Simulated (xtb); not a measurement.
xtb input:

```bash
xtb mol.xyz --gfn 1 --opt tight --chrg 1 --uhf 0
```
mol.xyz:
```
2

N     -0.00000000    -0.00000000    -0.56338702
O      0.00000000     0.00000000     0.49296364
```

**Question.** Which total energy does the run end on?

**Answer.** -7.16086 Eh (GFN1-xTB).
